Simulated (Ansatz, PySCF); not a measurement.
Molecule: thionyl fluoride, SOF2, net charge 0, singlet state. SMILES: O=S(F)F
Coordinates optimised at B3LYP-D3(BJ)/def2-TZVP (Ansatz, a quantum-chemistry and plane-wave program):
```
S
O 1 1.4239
F 1 1.6063 2 106.51
F 1 1.6063 2 106.51 3 98.37
```

Quantity: size of the dipole moment, in D. Conventions: spin-orbit terms left out; non-relativistic; six Cartesian d functions in 6-31G* and its kin unless marked 5d; 6-311+G** with 5d, 6d on Na to Ar in Ansatz; no dispersion term unless named. First-principles rows: single points at B3LYP-D3(BJ) geometries (Ansatz).

| level | program | size of the dipole moment (D) |
|---|---|---|
| SVWN5/6-31G* | Ansatz | 1.53 |
| PBE/def2-SVP | Ansatz | 1.58 |
| BP86/6-31G* (5d) | PySCF | 1.55 |
| B3LYP/3-21G | Ansatz | 2.07 |
| B3LYP/6-31G* | Ansatz | 1.74 |
| B3LYP/6-31+G* | Ansatz | 1.89 |
| PBE0/6-311+G** | Ansatz | 1.96 |

No value to compare with is used here. The 7 habitual levels span 1.53 (SVWN5/6-31G*) to 2.07 D (B3LYP/3-21G).

The levels are drawn from those run, B3LYP/6-31G* more often than the rest, none by its result; runs whose electronic state is in doubt are left out.
